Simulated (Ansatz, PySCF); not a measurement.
Complex: NH3 (SMILES N) (first 4 atoms) with C3H6 (SMILES C=CC); geometry from B3LYP-D3(BJ)/def2-TZVP, rigid monomers moved along the line of their centres of mass till H4···C6 is 2.37 Å.
(charge 0, multiplicity 1):
```xyz
13

N     -0.211    -0.209     0.537
H     -0.712    -0.855    -0.062
H      0.738    -0.148     0.187
H     -0.165    -0.623     1.462
C      0.116    -1.048     3.977
C     -0.529     0.079     3.699
C      0.116     1.394     3.400
H      1.199    -1.085     4.019
H     -0.413    -1.971     4.181
H     -1.615     0.066     3.669
H     -0.232     2.166     4.092
H      1.203     1.332     3.474
H     -0.144     1.723     2.391
```

Counterpoise-corrected where a basis set is named; no monomer relaxation.

Correlated levels freeze the cores.

Codes used: Ansatz (a first-principles code); PySCF for the dispersion terms. Values without a source in brackets are computed.

PBE/def2-TZVPPD gives -2.7 kJ/mol for the interaction energy.

### Question
How do the other levels lie against it? Give each less PBE: PBE-D3(BJ)/def2-TZVPPD, r2SCAN/def2-TZVPPD, B3LYP/def2-TZVPPD, wB97M-V/def2-TZVPPD, MP2/aug-cc-pVDZ, CCSD(T)/aug-cc-pVDZ.

### Answer
PBE-D3(BJ)/def2-TZVPPD -5.7; r2SCAN/def2-TZVPPD -2.7; B3LYP/def2-TZVPPD 4.6; wB97M-V/def2-TZVPPD -3.9; MP2/aug-cc-pVDZ -2.0; CCSD(T)/aug-cc-pVDZ -0.7 kJ/mol. 1 of 6 lie above PBE; the widest gap is to PBE-D3(BJ)/def2-TZVPPD.
